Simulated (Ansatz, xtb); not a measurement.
Relative energy of two isomers of C3H4BF3O

Structure a is `C[C@@]1(F)O[C@@H]1B(F)F`, a singlet and structure b is `CO/C(F)=C\B(F)F`, a singlet. Both are isolated molecules in the gas phase, relaxed with B3LYP-D3(BJ)/def2-SVP; the shapes shown needn't be the lowest conformers.

a (Å):

| atom | x (Å) | y (Å) | z (Å) |
| --- | --- | --- | --- |
| C | -1.6209 | 0.2581 | -1.8273 |
| C | -1.1447 | -0.1353 | -0.4600 |
| C | -0.7567 | -1.5040 | -0.0479 |
| B | 0.3538 | -1.6937 | 1.0359 |
| F | -0.4837 | 0.8967 | 0.1462 |
| F | 1.4320 | -2.4018 | 0.7409 |
| F | 0.2667 | -1.1741 | 2.2391 |
| O | -1.9863 | -0.8295 | 0.3680 |
| H | -0.7737 | 0.5750 | -2.4524 |
| H | -2.3228 | 1.1011 | -1.7348 |
| H | -2.1368 | -0.5835 | -2.3077 |
| H | -0.9099 | -2.3026 | -0.7870 |

b (Å):

```xyz
12

C    -1.4937    0.1601    2.0511
C     0.7891    0.4868    1.4547
C     1.8307    0.8368    0.6715
B     1.7038    1.3866   -0.7469
F     0.9860    0.0134    2.6880
F     2.7925    1.7030   -1.4452
F     0.5417    1.5809   -1.3605
O    -0.4863    0.5619    1.1231
H    -2.4477    0.3198    1.5356
H    -1.3876   -0.9024    2.3177
H    -1.4578    0.7711    2.9658
H     2.8144    0.7003    1.1245
```

Problem. Which of the two would you expect CCSD(T)/def2-SVP + ΔMP2/def2-TZVPP electronic energies to favour?

Solution. Structure b; the calculation gives E(b) − E(a) = −5.4 kcal/mol.

Level by level:

| level | geometry | E(b) − E(a) (kcal/mol) | departure from the last row (kcal/mol) | job, with rough time for the two |
| --- | --- | --- | --- | --- |
| GFN2-xTB | GFN2-xTB | −2.9 | +2.5 | optimisation, 0.19 s |
| HF/STO-3G | GFN2-xTB | +2.3 | +7.7 | single point, 0.28 s |
| r2SCAN-D4/def2-SVP | GFN2-xTB | −8.2 | −2.8 | single point, 1.8 s |
| B3LYP-D3(BJ)/def2-SVP | B3LYP-D3(BJ)/def2-SVP | −9.5 | −4.1 | optimisation, 24 s |
| HF/def2-SVP | B3LYP-D3(BJ)/def2-SVP | −11.5 | −6.1 | part of the CCSD(T) run |
| MP2/def2-SVP | B3LYP-D3(BJ)/def2-SVP | −4.3 | +1.1 | part of the CCSD(T) run |
| CCSD(T)/def2-SVP | B3LYP-D3(BJ)/def2-SVP | −5.3 | +0.1 | single point |
| CCSD(T)/def2-SVP + ΔMP2/def2-TZVPP | B3LYP-D3(BJ)/def2-SVP | −5.4 |  | single point, 38 s |

As drawn, b has 1 C=C in place of 2 C–C. Structure a has a 3-membered ring, b no ring.

HF/STO-3G puts the two in the other order. The largest departure from CCSD(T)/def2-SVP + ΔMP2/def2-TZVPP is that of HF/STO-3G, 7.7 kcal/mol. The last row adds to CCSD(T) the change of the MP2 difference between the two basis sets, here −0.1 kcal/mol.

With thermal terms from frequencies at re-optimised GFN2-xTB minima (ideal gas, soft modes damped towards free rotors, one conformer each, 298.15 K, 1 atm): on the last row, ΔE + ΔZPE = −5.8, ΔH = −5.5, ΔG = −6.4 kcal/mol.

The correlated steps freeze 8 core orbitals. Mirror images aren't counted in ΔG. Codes used: Ansatz 0.2.0, xtb 6.7.1; the last row on 4 threads of Intel(R) Xeon(R) Platinum 8488C (Sapphire Rapids) on a shared host.
